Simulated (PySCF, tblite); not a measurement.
Species: trimethylsilane, C3H10Si.
Bonds: C1–Si2, Si2–C3, Si2–C4. Hydrogens: H5, H6, H7 on C1; H8 on Si2; H9, H10, H11 on C3; H12, H13, H14 on C4.

Computed with GFN2-xTB (tblite), gas phase: Langevin dynamics at 600 K from the optimised GFN2-xTB geometry, time step 0.5 fs, friction 0.01 fs⁻¹, 2000 steps. Over the second half of the run the saved frames average 516 K.

Frame at 250 fs, instantaneous temperature 901 K:
```
atom  x, y, z in Å
C1      0.160    0.841   -1.235
Si2    -0.013    0.014    0.452
C3     -1.922   -0.285    0.654
C4      0.753   -1.788    0.400
H5     -0.790    1.019   -1.740
H6      0.922    0.343   -1.812
H7      0.468    1.941   -1.024
H8      0.747    0.635    1.628
H9     -2.185    0.738    0.896
H10    -2.071   -0.934    1.526
H11    -2.494   -0.656   -0.189
H12     0.185   -2.386   -0.364
H13     1.768   -1.745    0.228
H14     0.673   -2.358    1.420
```

Frame at 425 fs, instantaneous temperature 652 K:
```
atom  x, y, z in Å
C1      0.775    0.038   -1.464
Si2     0.081   -0.130    0.326
C3     -1.784    0.378    0.318
C4      0.141   -2.074    0.716
H5      0.021   -0.183   -2.200
H6      1.579   -0.771   -1.399
H7      1.095    1.062   -1.778
H8      0.823    0.503    1.395
H9     -2.180    0.542   -0.678
H10    -1.773    1.369    0.746
H11    -2.456   -0.135    0.985
H12    -0.508   -2.594    0.123
H13     1.145   -2.290    0.685
H14    -0.300   -2.025    1.745
```

Frame at 625 fs, instantaneous temperature 410 K:
```
atom  x, y, z in Å
C1      0.481   -0.234   -1.399
Si2     0.388    0.037    0.542
C3     -0.780    1.508    0.964
C4     -0.250   -1.776    1.092
H5      1.321    0.349   -1.823
H6     -0.489    0.129   -1.630
H7      0.562   -1.326   -1.586
H8      1.791    0.102    0.976
H9     -0.965    1.718    2.058
H10    -1.825    1.347    0.657
H11    -0.365    2.408    0.399
H12     0.091   -2.465    0.291
H13     0.136   -2.026    2.051
H14    -1.369   -1.844    1.118
```

Frame at 800 fs, instantaneous temperature 634 K:
```
atom  x, y, z in Å
C1      0.439   -0.360   -1.273
Si2     0.735   -0.149    0.586
C3     -0.232    1.369    1.219
C4      0.195   -1.674    1.778
H5      0.654    0.554   -1.788
H6     -0.547   -0.768   -1.528
H7      1.173   -1.210   -1.467
H8      2.255   -0.047    0.831
H9     -0.392    1.470    2.264
H10    -1.294    1.531    0.754
H11     0.430    2.244    1.038
H12    -0.183   -1.296    2.757
H13    -0.751   -2.264    1.268
H14     0.865   -2.493    2.043
```

Frame at 1000 fs, instantaneous temperature 373 K:
```
atom  x, y, z in Å
C1     -0.152   -0.626   -0.729
Si2     0.963   -0.031    0.865
C3      0.001    1.482    1.340
C4      0.838   -1.583    2.010
H5     -0.287   -1.616   -0.363
H6      0.320   -0.699   -1.685
H7     -1.027   -0.004   -0.836
H8      2.373    0.513    0.838
H9     -0.100    2.020    2.324
H10    -1.016    1.058    1.297
H11     0.379    2.355    0.714
H12     1.657   -2.268    1.889
H13     0.920   -1.118    3.003
H14    -0.057   -2.093    1.973
```

**Question.** What do single points at PBE0/def2-SVPD (PySCF, gas phase, TDDFT, vertical, frozen core in the response) give on these frames?

**Answer.** 
```csv
t (fs),GFN2-xTB E above start (eV),DFT E above lowest frame (eV),HOMO (eV),LUMO (eV),dipole (D),S1 (eV),f(S1)
250,0.71,0.12,-7.80,0.64,0.59,7.30,0.044
425,0.82,0.24,-7.73,0.64,0.49,7.27,0.028
625,0.68,0.00,-7.77,0.55,0.85,7.21,0.020
800,0.88,0.14,-8.17,0.61,0.59,7.64,0.043
1000,1.27,0.65,-7.88,0.63,0.43,7.36,0.032
```

The two levels order the frames alike by energy but for pairs within 0.08 eV at one level; measured from each level's lowest frame they differ by 0.10 eV at most. The HOMO–LUMO gap runs from 8.32 to 8.78 eV. These are instantaneous structures, not minima.

What follows is the cost of the whole dynamics run. Time: 8.3 s of wall time; peak memory 0.18 GiB. Hardware: one thread, Arm Neoverse V1 (aarch64), no GPU, shared host with 32 logical CPUs at a one-minute load of 21.
